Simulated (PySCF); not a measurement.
B (boron, neutral): UHF calculation

Configuration: [He] 2s2 2p1, 2P determinant. All numbers are calculated (PySCF 2.14, the non-relativistic Hamiltonian (point nucleus), in dyall-av3z (15s9p3d2f, 71 functions)).

| Item | Value |
| --- | --- |
| Total energy | -24.533079 hartree |
| One-electron energy | -32.3683 hartree |
| Hartree (Coulomb) energy | 11.6048 hartree |
| Exchange energy | -3.7696 hartree |
| Kinetic energy | 24.53278 hartree |
| ⟨S²⟩ | 0.7613 |
| ⟨L²⟩ | 2.030 |
| Sum of ⟨r⟩ | 6.800 bohr |
| Sum of ⟨r²⟩ | 15.78 bohr² |
| Traceless quadrupole moment −½Σ⟨3z² − r²⟩ along its main axis | -2.49 e·bohr² |
| Density at the nucleus (Gaussians lack the cusp) | 71.2 bohr⁻³ |
| Spin density at the nucleus | 0.0192 bohr⁻³ |
| Langevin diamagnetic susceptibility | -12.5 ×10⁻⁶ cm³/mol |

| shell | electrons | mean orbital energy (eV) | rms radius, mean of both spins (bohr) |
| --- | --- | --- | --- |
| 1s α | 1 | -209.56 | 0.379 |
| 1s β | 1 | -209.16 | 0.379 |
| 2s α | 1 | -14.836 | 2.18 |
| 2s β | 1 | -12.141 | 2.18 |
| 2p α | 1 | -8.674 | 2.45 |

Spin-orbit constants ζ (cm⁻¹) from the X2C one-electron operator on these orbitals (non-relativistic here): bare nucleus, nucleus screened by l(l+1)(2l+1)/3 electrons, and screened by the Breit-Pauli mean field of the electrons.

| shell | bare | screened nucleus | mean field |
| --- | --- | --- | --- |
| 2p | 22.88 | 13.73 | 10.02 |

To first order the Landé constant is A = 10.02 cm⁻¹, so the lowest level has J = 1/2 and lies 0.00124 eV below the centre of the term.
